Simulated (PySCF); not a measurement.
SMILES C([SiH2][GeH3])(C)=O, singlet (GFN2-xTB optimised geometry):

```
13

C      2.666    -0.704     0.000
C      1.167    -0.704     0.000
O      0.512    -1.724     0.000
Si     0.180     0.951     0.000
Ge    -1.953     0.018     0.003
H      3.017    -0.166    -0.878
H      3.066    -1.716     0.001
H      3.017    -0.165     0.878
H      0.581     1.724     1.180
H      0.578     1.721    -1.183
H     -2.253    -0.829    -1.190
H     -2.245    -0.843     1.189
H     -3.066     1.031     0.013
```

Computed with PySCF 2.14.0 with CAM-B3LYP/def2-TZVP.

Problem. What are the frontier orbital energies and the dipole moment?

Solution. HOMO-2 -10.62 eV, HOMO-1 -9.86 eV, HOMO -8.41 eV, LUMO -0.03 eV, LUMO+1 0.79 eV; dipole moment 2.84 D.

On the same geometry PBE/def2-TZVP in PySCF gives HOMO-2 -7.93 eV, HOMO-1 -7.37 eV, HOMO -5.58 eV, LUMO -2.41 eV, LUMO+1 -0.97 eV; dipole moment 2.58 D.

Meta-Löwdin charges at CAM-B3LYP/def2-TZVP: C1 -0.38, C2 0.20, O3 -0.40, Si4 0.37, Ge5 0.14, H6 0.13, H7 0.13, H8 0.13, H9 -0.08, H10 -0.08, H11 -0.04, H12 -0.04, H13 -0.07.
